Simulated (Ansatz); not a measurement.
Program: Ansatz. Geometries: PBE0-D4/def2-TZVP. ΔE: electronic, gas phase. CCSD(T)/CBS adds triple-zeta CCSD(T) − MP2 to the extrapolated MP2 energy (def2 sets, frozen cores). This one scheme is used for every species. Functionals use def2-TZVPP. B3LYP here is the variant with VWN-RPA as its local correlation; programs differ in this. For Ge outer-core shells are correlated without core-valence functions, which leaves a few kJ/mol of doubt a bond. Scalar relativity is left out up to krypton. One conformer a species, not always the lowest.

Reaction (ligand exchange at a Ge–C bond): `[NH2][GeH2][CH2]O` + `N[SiH2]S` → `N[SiH2][S][GeH2][NH2]` + CH₃OH

Task: Is it downhill or uphill in electronic energy at CCSD(T)/CBS, and by how much? (Best estimate.)

Result: The calculation gave: Downhill: ΔE = -83.4 kJ/mol.

Task: What do these levels give: PBE-D4, PBE0-D4, ωB97X-V, B2PLYP, PBE, PBE0, B3LYP, HF/def2-TZVPP, CCSD(T)/def2-TZVPP, HF/def2-QZVPP, MP2/def2-QZVPP, CCSD/CBS(def2)? (Estimate.)

Result: The calculation gave: PBE-D4 -81.9, PBE0-D4 -86.7, ωB97X-V -83.3, B2PLYP -81.9, PBE -75.4, PBE0 -80.7, B3LYP -76.3, HF/def2-TZVPP -92.4, CCSD(T)/def2-TZVPP -84.2, HF/def2-QZVPP -91.9, MP2/def2-QZVPP -88.9, CCSD/CBS(def2) -82.6 kJ/mol.

Largest T1 diagnostic among the species: 0.011.

From PBE to PBE0 (25 % exact exchange), in def2-TZVPP and without D4, ΔE moves by −5.3 kJ/mol. The D4 term adds −10.4 kJ/mol with B3LYP and −6.0 kJ/mol with PBE0; it sums over pairs of atoms, weighted by their polarisabilities, and B3LYP, whose exchange is more repulsive, gets the larger term.
